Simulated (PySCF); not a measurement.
H₂Se, triplet, at the geometry of the source list (a higher spin typed on purpose: for a closed-shell molecule this is an excited state); R2SCAN/def2-SVP (PySCF).

The PySCF input:
```python
from pyscf import gto, scf, dft

mol = gto.Mole()
mol.atom = '''
    Se   -0.00260000    0.66900000    0.00000000
    H    -1.03130000   -0.33780000    0.00000000
    H     1.03390000   -0.33120000   -0.00000000
'''
mol.basis = 'def2-svp'
mol.spin = 2
mol.verbose = 4
mol.build()

mf = dft.UKS(mol)
mf.xc = 'r2scan'
mf.grids.atom_grid = (99, 590)
mf.grids.prune = None
mf.kernel()
```

Output, abridged:

```
PySCF version 2.14.0

[INPUT] verbose = 4
[INPUT] num. atoms = 3
[INPUT] num. electrons = 36
[INPUT] charge = 0
[INPUT] spin (= nelec alpha-beta = 2S) = 2
[INPUT] symmetry False subgroup None
[INPUT] Mole.unit = angstrom
[INPUT] Symbol           X                Y                Z      unit          X                Y                Z       unit  Magmom
[INPUT]  1 Se    -0.002600000000   0.669000000000   0.000000000000 AA   -0.004913287924   1.264226777334   0.000000000000 Bohr   0.0
[INPUT]  2 H     -1.031300000000  -0.337800000000   0.000000000000 AA   -1.948874552264  -0.638349484878   0.000000000000 Bohr   0.0
[INPUT]  3 H      1.033900000000  -0.331200000000   0.000000000000 AA    1.953787840188  -0.625877292456   0.000000000000 Bohr   0.0

nuclear repulsion = 25.2469634939066
number of shells = 18
number of NR pGTOs = 88
number of NR cGTOs = 42
basis = def2-svp
ecp = {}

******** <class 'pyscf.dft.uks.UKS'> ********
method = UKS
initial guess = minao
damping factor = 0
level_shift factor = 0
DIIS = <class 'pyscf.scf.diis.CDIIS'>
diis_start_cycle = 1
diis_space = 8
diis_damp = 0
SCF conv_tol = 1e-09
SCF conv_tol_grad = None
SCF max_cycles = 50
direct_scf = True
direct_scf_tol = 1e-13
number electrons alpha = 19  beta = 17
XC library pyscf.dft.libxc version 7.1.2
    S. Lehtola, C. Steigemann, M. J. T. Oliveira, and M. A. L. Marques,  SoftwareX 7, 1–5 (2018)
XC functionals = r2scan
    J. W. Furness, A. D. Kaplan, J. Ning, J. P. Perdew, and J. Sun,  J. Phys. Chem. Lett. 11, 8208–8215 (2020)
    J. W. Furness, A. D. Kaplan, J. Ning, J. P. Perdew, and J. Sun,  J. Phys. Chem. Lett. 11, 9248–9248 (2020)
    J. W. Furness, A. D. Kaplan, J. Ning, J. P. Perdew, and J. Sun,  J. Phys. Chem. Lett. 11, 8208–8215 (2020)
    J. W. Furness, A. D. Kaplan, J. Ning, J. P. Perdew, and J. Sun,  J. Phys. Chem. Lett. 11, 9248–9248 (2020)
radial grids:
    Treutler-Ahlrichs [JCP 102, 346 (1995); DOI:10.1063/1.469408] (M4) radial grids

becke partition: Becke, JCP 88, 2547 (1988); DOI:10.1063/1.454033
pruning grids: None
grids dens level: 3
symmetrized grids: False
atomic radii adjust function: <function treutler_atomic_radii_adjust>
User specified grid scheme (99, 590)
small_rho_cutoff = 0
Set gradient conv threshold to 3.16228e-05
tot grids = 175232
init E= -2401.51686859524

cycle= 1 E= -2402.24869066153  delta_E= -0.732  |g|= 0.119  |ddm|= 2.43

cycle= 2 E= -2402.25281309612  delta_E= -0.00412  |g|= 0.0874  |ddm|= 0.334

cycle= 3 E= -2402.25412811573  delta_E= -0.00132  |g|= 0.0105  |ddm|= 0.0576

cycle= 4 E= -2402.25416419652  delta_E= -3.61e-05  |g|= 0.00324  |ddm|= 0.0222

cycle= 5 E= -2402.25416982797  delta_E= -5.63e-06  |g|= 0.00114  |ddm|= 0.0155

cycle= 6 E= -2402.25417083594  delta_E= -1.01e-06  |g|= 0.000337  |ddm|= 0.00917

cycle= 7 E= -2402.25417093065  delta_E= -9.47e-08  |g|= 0.000178  |ddm|= 0.00586

cycle= 8 E= -2402.25417096304  delta_E= -3.24e-08  |g|= 1.65e-05  |ddm|= 0.00174

cycle= 9 E= -2402.25417096333  delta_E= -2.88e-10  |g|= 6.73e-06  |ddm|= 0.000103

Extra cycle  E= -2402.25417096333  delta_E= -2.27e-12  |g|= 6.47e-06  |ddm|= 5.79e-05
converged SCF energy = -2402.25417096333  <S^2> = 2.0052209  2S+1 = 3.0034786
```
